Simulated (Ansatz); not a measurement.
`F[CH]1[SiH2][GeH2]1` at its PBE0-D4/def2-TZVP geometry, where that method's forces vanish. Total charge 0; spin multiplicity 1.

```xyz
9

F     0.1525   -2.0273   -0.7513
C     0.2610   -0.9644    0.1103
Si   -1.1645    0.2344    0.4551
Ge    0.8786    0.8693   -0.4450
H     0.8049   -1.2566    1.0125
H    -1.6771    0.3913    1.8389
H    -2.2356    0.2024   -0.5675
H     0.8683    1.1584   -1.9461
H     2.1119    1.3925    0.2931
```

What forces (eV/Å) does B3LYP-D4/def2-TZVPP give on these atoms in the Gaussian-basis code of Ansatz? (Estimate.)

The calculation gave: 
```
F1  -0.034 -0.340 -0.268
C2   0.048  0.137  0.396
Si3 -0.250  0.005  0.061
Ge4  0.154  0.219 -0.089
H5  -0.030 -0.008 -0.072
H6   0.020 -0.013 -0.085
H7   0.056 -0.003  0.076
H8   0.015  0.000 -0.011
H9   0.021  0.003 -0.009
```

B3LYP here is the variant with VWN-RPA as its local correlation; programs differ in this.
